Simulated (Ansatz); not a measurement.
Calculated with Ansatz (gas phase, PBE0-D4/def2-TZVP geometries, no zero-point term in ΔE). CBS: MP2 limit from def2 TZ/QZ plus the TZ coupled-cluster correction, frozen cores. This one scheme is used for every species. Functionals use def2-TZVPP. One conformer a species, not always the lowest.

Consider the formal hydrolysis of a C–O bond: `FC(F)(F)COBCl` + H₂O → `OCC(F)(F)F` + `OBCl`.

`FC(F)(F)COBCl`:

```xyz
11

F    -0.032   -1.418   -2.158
C    -0.471   -1.016   -0.960
F    -0.921   -2.083   -0.304
F    -1.503   -0.191   -1.154
C     0.657   -0.325   -0.220
O     0.216    0.097    1.042
B    -0.009    1.396    1.303
Cl   -0.610    1.823    2.885
H     1.000    0.510   -0.838
H     1.468   -1.044   -0.093
H     0.204    2.251    0.497
```

H₂O:

Z-matrix (Å, degrees):
```
O
H 1 0.960
H 1 0.960 2 105.1
```

`OCC(F)(F)F`:

Cartesian coordinates in Å:
```
O -1.355 -0.372 0.798
C 0.017 -0.149 0.696
C 0.411 0.388 -0.665
F -0.151 1.565 -0.933
F 0.039 -0.463 -1.637
F 1.738 0.537 -0.743
H -1.607 -1.054 0.169
H 0.290 0.599 1.442
H 0.616 -1.051 0.873
```

`OBCl`:

```xyz
5

O     0.009   -1.062   -0.021
B    -0.123    0.226    0.326
Cl    0.301    1.520   -0.799
H     0.346   -1.192   -0.913
H    -0.531    0.508    1.406
```

```
             level  ΔE (kcal/mol)
RPA@PBE/def2-TZVPP           -1.8
     MP2/CBS(def2)           -1.4
```

Problem. What does CCSD(T)/CBS give? (Best estimate.)

Solution. The calculation gave: -1.6 kcal/mol. The listed levels differ from it by -0.2, 0.2 kcal/mol.

Largest T1 diagnostic among the species: 0.012.

At CCSD(T), def2-SVP lies −2.1 kcal/mol from the extrapolated value and def2-TZVPP −0.3 kcal/mol. The D4 term adds +1.2 kcal/mol with B3LYP and +0.8 kcal/mol with PBE0; it sums over pairs of atoms, weighted by their polarisabilities, and B3LYP, whose exchange is more repulsive, gets the larger term.

B3LYP here is the variant with VWN-RPA as its local correlation; programs differ in this.
